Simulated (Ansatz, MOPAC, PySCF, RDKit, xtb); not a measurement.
Noncovalent pair: HCl (SMILES Cl) (first 2 atoms) with CH2O (SMILES C=O); geometry from B3LYP-D3(BJ)/def2-TZVP, rigid monomers moved along the line of their centres of mass till H2···O4 is 2.60 Å.
(charge 0, multiplicity 1):
```xyz
6

Cl    -0.15234    -0.05621     0.44347
H      0.14962     0.49239     1.58776
C     -0.31055     0.12031     4.73348
O      0.30777     0.96453     4.13722
H     -0.37553     0.12967     5.83433
H     -0.83567    -0.69437     4.20561
```

Monomers are frozen at their geometry in the pair; levels with a basis set take the counterpoise correction. Rows marked so take none. RDKit's UFF carries no charges.

Correlated levels freeze the cores. CBS: X⁻³ extrapolation of the correlation energy, Hartree–Fock from the larger set. Rows in 6-31G*, STO-3G carry no dispersion term and start afresh at each structure (6-31G* with six Cartesian d functions). The state that AM1 reach isn't checked.

Codes used: Ansatz (Gaussian basis) for Hartree–Fock, density functionals and correlated methods; MOPAC for AM1 (differences of heats of formation); PySCF for 6-31G* rows, STO-3G rows, the dispersion terms; RDKit for the force fields; xtb for the GFN methods. Each number belongs to the level named beside it.

| level | interaction energy (kcal/mol) |
|---|---|
| UFF | -0.19 |
| AM1 | -1.82 |
| GFN1-xTB | -2.60 |
| HF/STO-3G (no counterpoise) | -1.85 |
| BP86/6-31G* (no counterpoise) | ? |
| r2SCAN-D3(BJ)/def2-TZVPPD | -3.37 |
| MP2/aug-cc-pV(T+d)Z | -3.33 |
| CCSD/aug-cc-pV(D+d)Z | ? |
| CCSD(T)/CBS(aug-cc-pV(D+d)Z, aug-cc-pV(T+d)Z) | -3.29 |

Problem. Some entries are withheld; supply them.

Solution. 
- BP86/6-31G* (no counterpoise), interaction energy (kcal/mol): -3.47
- CCSD/aug-cc-pV(D+d)Z, interaction energy (kcal/mol): -3.05

Ansatz is an electronic-structure program.
